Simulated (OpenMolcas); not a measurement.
## SiCl3 (SMILES Cl[Si](Cl)Cl): the vertical ionisation energy from total energies

SiCl3: 4 atoms, total charge 0, spin state doublet. As SMILES, `Cl[Si](Cl)Cl`. Geometry: relaxed at PBE0-D4/def2-TZVP.

```tsv
atom	x (Å)	y (Å)	z (Å)
Cl	-1.5248	-0.5916	1.0301
Si	0.1161	0.3894	0.3106
Cl	1.6947	-0.9038	0.2190
Cl	-0.2860	1.1059	-1.5597
```

Both states at this one shape; open shells run unrestricted unless said. 1 Eh = 27.2114 eV.

```tsv
level	program	doublet SiCl3 (Eh)	singlet [SiCl3]+ (Eh)
UPBE/aug-cc-pVDZ	OpenMolcas	-1669.503598	-1669.174094
UM06-L/aug-cc-pVDZ	OpenMolcas	-1670.202470	-1669.869488
UBHLYP/aug-cc-pVDZ	OpenMolcas	-1670.217685	-1669.874609
```

Problem. Work out the vertical ionisation energy at each level.

Solution. 
1. UPBE/aug-cc-pVDZ: -1669.174094 − (-1669.503598) = 0.329504 Eh = 8.97 eV.
2. UM06-L/aug-cc-pVDZ: -1669.869488 − (-1670.202470) = 0.332982 Eh = 9.06 eV.
3. UBHLYP/aug-cc-pVDZ: -1669.874609 − (-1670.217685) = 0.343076 Eh = 9.34 eV.

No measured value is set beside it here; the levels span 8.97 to 9.34 eV.
